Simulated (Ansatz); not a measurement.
Molecule: sum formula SiBr$_{2}$F$_{2}$, net charge 0, singlet state. SMILES: F[Si](F)(Br)Br
Geometry from a B3LYP-D3(BJ)/def2-TZVP (Ansatz, a first-principles code) optimisation:
```xyz
5

Si    -0.0274    -0.6667     0.0171
F     -0.0188    -1.5699     1.3120
F     -0.1128    -1.6312    -1.2299
Br    -1.7949     0.6213     0.0514
Br     1.8397     0.4685    -0.0793
```
Charge 0, spin multiplicity 1.

Quantity: atomisation energy (electronic, to ground-state atoms), in eV. Cores are frozen in the correlated levels unless marked. Open shells are spin-unrestricted. No spin-orbit coupling. Frozen are the shells of the preceding noble gas and the d and f shells that filled before the atom's block. No relativistic terms. FCI takes restricted orbitals. The coupled-cluster limit lacks core correlation, which all-electron functionals hold. CBS marks a two-point X^-3 extrapolation of the correlation energy; Hartree-Fock from the larger set.

```
level                                      program  atomisation energy (eV)
----------------------------------  --------------  -----------------------
SVWN5/def2-TZVPD                            Ansatz                    22.41
PBE/def2-TZVPD                              Ansatz                    19.43
B3LYP-D3(BJ)/def2-TZVPD             Ansatz + dftd3                    18.90
PBE0-D4/def2-TZVPD                  Ansatz + dftd4                    19.13
PBE0/def2-TZVP                              Ansatz                    18.99
HSE06/def2-TZVPD                            Ansatz                    18.99
CAM-B3LYP-D3(BJ)/def2-TZVPD         Ansatz + dftd3                        …
wB97M-V/def2-TZVPD                          Ansatz                        …
wB97X/def2-TZVPD                            Ansatz                        …
B2PLYP/def2-TZVPD                           Ansatz                    18.92
SCS-MP2/def2-SVPD                           Ansatz                    17.97
FCI/STO-3G                                  Ansatz                    14.27
CCSD(T)/CBS(def2-TZVPP,def2-QZVPP)          Ansatz                    19.50
```

Q: Fill in the missing entries.

A: 
- CAM-B3LYP-D3(BJ)/def2-TZVPD, atomisation energy (eV): 19.09
- wB97M-V/def2-TZVPD, atomisation energy (eV): 19.23
- wB97X/def2-TZVPD, atomisation energy (eV): 19.15
